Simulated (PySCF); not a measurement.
Spectrum to structure. Method used: TDDFT PBE0/def2-SVPD, vertical, gas phase, core orbitals frozen in the response in PySCF 2.14.0, density-fitted response routines. Geometries: GFN2-xTB, one conformer each.

| state | λ (nm) | f |
| --- | --- | --- |
| S1 | 221.9 | 0.0043 |
| S2 | 210.3 | 0.026 |
| S3 | 200.2 | 0.029 |
| S4 | 195.1 | 0.033 |
| S5 | 193.1 | 0.025 |
| S6 | 189.2 | 0.039 |

Triplets computed (Tamm–Dancoff): 5.23, 5.42 eV.

Task: Which candidate is it?
A. `FC(F)(F)CN[SiH3]`
B. `CPCCC#N`
C. `CC[Si@H](N)[SiH2]P`
D. `CN[SiH2]P[SiH2]C`

Result: D. Its S1 lies at 5.59 eV; the nearest of the others has S1 at 5.21 eV. S1 is HOMO→LUMO (90%). Löwdin shares by element: HOMO nitrogen 51%, carbon 10% or more, silicon 9% or more, phosphorus 8% (atoms not listed hold the other 21%); LUMO silicon 28%, phosphorus 21%, carbon 8% or more (atoms not listed hold the other 43%). At the same level the other candidates give, for their lowest levels:
- `FC(F)(F)CN[SiH3]`: 201 nm (f 0.004); 174 nm (f 0.026); 171 nm (f 0.006); 161 nm (f 0.017); 159 nm (f 0.021); T1 5.87 eV; HOMO -7.48, LUMO 0.10 eV
- `CPCCC#N`: 199 nm (f 0.051); 195 nm (f 0.083); 170 nm (f 0.044); 169 nm (f 0.017); 165 nm (f 0.067); T1 5.24 eV; HOMO -7.32, LUMO 0.02 eV
- `CC[Si@H](N)[SiH2]P`: 238 nm (f 0.067); 228 nm (f 0.032); 206 nm (f 0.013); 198 nm (f 0.018); 195 nm (f 0.043); T1 4.62 eV; HOMO -6.65, LUMO -0.34 eV

Conformer computed: `[CH3:1][NH:2][SiH2:3][PH:4][SiH2:5][CH3:6]`: C1–N2–Si3–P4 175°, N2–Si3–P4–Si5 79°, Si3–P4–Si5–C6 -72°.

Without π bonds the low states may be Rydberg-like; a valence basis with one diffuse set may place them up to an eV too high.
